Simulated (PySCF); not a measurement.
Al(H)(OMe)(SeH) (CH₅AlOSe), SMILES C[O][AlH][SeH].

The structure is a stationary point at PBE-D3(BJ)/def2-SVP. Other conformers were not sampled.

All values below come from TDA-PBE0/def2-SVPD (PySCF 2.14.0).

Vertical excitations. Isolated molecule, no solvent. State labels are in the subgroup Cs.

| state | symmetry | energy (eV) | λ (nm) | f | main pairs |
|---|---|---|---|---|---|
| S1 | A" | 5.55 | 223 | 0.032 | HOMO→LUMO+1 74 %, HOMO→LUMO+2 23 % |
| S2 | A' | 5.62 | 221 | 0.062 | HOMO→LUMO 90 % |
| S3 | A" | 5.72 | 217 | 0.043 | HOMO→LUMO+2 74 %, HOMO→LUMO+1 24 % |
| S4 | A" | 5.99 | 207 | 0.001 | HOMO−1→LUMO 98 % |
| S5 | A' | 6.50 | 191 | 0.032 | HOMO−1→LUMO+1 62 %, HOMO−2→LUMO 27 % |
| S6 | A" | 6.67 | 186 | 0.008 | HOMO→LUMO+3 37 %, HOMO−3→LUMO 36 %, HOMO−2→LUMO+1 20 % |
| S7 | A' | 6.67 | 186 | 0.071 | HOMO−2→LUMO 63 %, HOMO−1→LUMO+1 25 % |
| S8 | A" | 6.71 | 185 | 0.019 | HOMO−3→LUMO 62 %, HOMO→LUMO+3 26 % |
| S9 | A" | 6.80 | 182 | 0.009 | HOMO−2→LUMO+1 59 %, HOMO→LUMO+3 29 % |
| S10 | A' | 6.96 | 178 | 0.116 | HOMO−1→LUMO+2 66 %, HOMO−3→LUMO+1 14 % |
| T1 | A' | 4.85 | 256 | 0 | HOMO→LUMO 97 % |
| T2 | A" | 5.10 | 243 | 0 | HOMO→LUMO+2 47 %, HOMO→LUMO+1 46 % |
| T3 | A" | 5.30 | 234 | 0 | HOMO→LUMO+1 46 %, HOMO→LUMO+2 41 %, HOMO−1→LUMO 7 % |
| T4 | A" | 5.70 | 217 | 0 | HOMO−1→LUMO 85 % |
Triplets are in the Tamm–Dancoff approximation.
